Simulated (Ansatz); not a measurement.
Geometry optimisation, Ansatz, RHF/def2-SVP.

Input file:

```yaml
crystal:
  periodic: [false, false, false]
  atoms:
    - { symbol: Ge, position_ang: [-0.610935, -0.079834, -0.397985] }
    - { symbol: Cl, position_ang: [-0.069455, 1.196875, 2.744691] }
    - { symbol: Cl, position_ang: [1.281367, -0.865053, 0.175922] }
    - { symbol: Cl, position_ang: [-0.465138, 1.997188, -0.838135] }
    - { symbol: Cl, position_ang: [-1.148518, -1.106348, -2.20758] }
    - { symbol: "N", position_ang: [-1.951773, -0.436848, 0.84981] }
    - { symbol: H, position_ang: [-2.58707, -1.146142, 0.524713] }
    - { symbol: H, position_ang: [-2.471279, 0.386496, 1.10448] }
    - { symbol: H, position_ang: [-0.731999, 0.053665, 2.689684] }
basis:
  gaussian: { orbitals: def2-SVP }
hamiltonian:
  xc: hf
relax:
  f_tol: 0.03
  max_steps: 50
```

Launched with:

```bash
$ ansatz run input.yaml --threads 4 --pin off --max-ram 5120MiB --backend cpu --events-out ev --progress --plain --runs-dir out
```

Task: Where does it end, and by what steps?

Result: The run converged. The force dipped under the threshold on the way, but the program's further checks kept it going. After 19 steps the energy has fallen by 0.286 eV; Cl2 moved furthest, 1.17 Å.

| step | energy less start (eV) | largest force component (eV/Å) | accepted |
| --- | --- | --- | --- |
| 0 | 0.0000 | 1.254 | yes |
| 1 | -0.1338 | 0.862 | yes |
| 2 | -0.1963 | 0.663 | yes |
| 3 | -0.1647 | 1.563 | no |
| 4 | -0.2215 | 0.461 | yes |
| 5 | -0.2355 | 0.271 | yes |
| 6 | -0.2529 | 0.156 | yes |
| 7 | -0.2658 | 0.124 | yes |
| 8 | -0.2636 | 0.247 | no |
| 9 | -0.2694 | 0.039 | yes |
| 10 | -0.2741 | 0.267 | yes |
| 11 | -0.2829 | 0.022 | yes |
| 12 | -0.2741 | 0.627 | no |
| 13 | -0.2842 | 0.111 | yes |
| 14 | -0.2833 | 0.201 | no |
| 15 | -0.2851 | 0.037 | yes |
| 16 | -0.2854 | 0.061 | yes |
| 17 | -0.2854 | 0.058 | yes |
| 18 | -0.2856 | 0.046 | yes |
| 19 | -0.2857 | 0.028 | yes |

```xyz
9
Properties=species:S:1:pos:R:3
Ge -0.649 -0.133 -0.679
Cl -0.442 0.937 3.825
Cl 1.201 -1.083 -0.229
Cl -0.353 1.928 -1.119
Cl -1.469 -1.080 -2.415
N -1.717 -0.243 0.770
H -1.939 -1.172 1.083
H -2.554 0.314 0.733
H -0.834 0.532 2.676
```

Whether the end is a true minimum wasn't checked by a vibrational analysis.

The run took 39 s on 4 threads of Arm Neoverse V1 (shared host), peak memory 0.38 GiB.
